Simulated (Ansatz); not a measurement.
# Ligand exchange: CH4 + BH(CH3)I → CH3I + BH2(CH3)

Species: CH4 (methane) `C`, singlet; BH(CH3)I, singlet; CH3I (methyl iodide) `CI`, singlet; BH2(CH3), singlet. The partners trade H for I: C–H and B–I bonds give way to C–I and B–H.

Shapes, held fixed at every level: PBE0-D4/def2-TZVP. Programs: Ansatz 0.2.0. The zero-point and thermal change to 298 K, harmonic and unscaled (PBE0-D4/def2-TZVP), is -4.8 kJ/mol.

| level | kind | ΔH(298 K) (kJ/mol) | less CCSD(T)/def2-TZVPP |
| --- | --- | --- | --- |
| HF/def2-SVP | Hartree–Fock | +130.2 | -1.0 |
| SPW92/def2-TZVPP | LDA | +141.7 | +10.5 |
| PBE0-D4/def2-TZVPP | global hybrid | +134.3 | +3.1 |
| r2SCAN0-D4/def2-TZVPP | global hybrid | +136.5 | +5.3 |
| wB97X-V/def2-TZVPP | range-separated hybrid | +126.6 | -4.6 |
| B2PLYP/def2-TZVPP | double hybrid | +129.2 | -2.0 |
| MP2/def2-TZVPP | perturbation theory | +137.0 | +5.8 |
| CCSD(T)/def2-TZVPP | coupled cluster or CI | +131.2 | 0.0 |

The highest level, CCSD(T)/def2-TZVPP, gives ΔH(298 K) = +131.2 kJ/mol; the levels span +126.6 to +141.7. The column of differences is taken from that level and isn't an error. No measured value is set beside it here. For atoms past krypton def2 sets carry core potentials with scalar relativity. Correlated rows may include outer-core shells of I, which these sets cover unevenly.
